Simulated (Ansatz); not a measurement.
Consider the atomization: `ClB1[SiH2]S1` → B• + Cl• + 2 H• + S• + Si•.

Gas-phase electronic energies from Ansatz, PBE0-D4/def2-TZVP geometries. CCSD(T)/CBS adds triple-zeta CCSD(T) − MP2 to the extrapolated MP2 energy (def2 sets, frozen cores). This one scheme is used for every species, atoms too. DFT in def2-TZVPP. B3LYP here is the variant with VWN-RPA as its local correlation; programs differ in this. Open shells (•) are unrestricted, without spin–orbit coupling. Spin–orbit coupling would lower the free atoms: a little for B, Cl, S, Si.

CCSD(T)/CBS gives +1950.5 kJ/mol.

**Question.** Another level gave +1977.9 kJ/mol. Which?
A. ωB97X-V/def2-TZVPP
B. B2PLYP/def2-TZVPP
C. B3LYP-D4/def2-TZVPP
D. PBE/def2-TZVPP

**Answer.** A. ωB97X-V 1977.9, B2PLYP 1925.7, PBE 1997.4, B3LYP-D4 1943.3 kJ/mol.

Largest T1 diagnostic among the species: 0.015.

From r2SCAN to r2SCAN0 (25 % exact exchange), in def2-TZVPP and without D4, ΔE moves by −36.9 kJ/mol: exact exchange takes away binding that semilocal exchange gives to molecules. At CCSD(T), def2-SVP lies −129.2 kJ/mol from the extrapolated value and def2-TZVPP −61.6 kJ/mol: correlation converges slowly with the basis, and small sets miss more of it in the bonded molecule than in its fragments. Leaving LDA and LC-ωPBE aside and taking each functional with its dispersion term where it has one, the values, not all of them listed here, spread over 122.1 kJ/mol, from BHLYP-D4 to B97M-V. LDA lies +266.8 kJ/mol from PBE without D4, its usual overbinding.

For atomizations the MP2-based limit and the directly extrapolated one differ by several kJ/mol either way, and by 10 to 25 for some Ge, Se and Sn compounds, so smaller differences from it don't rank the levels.
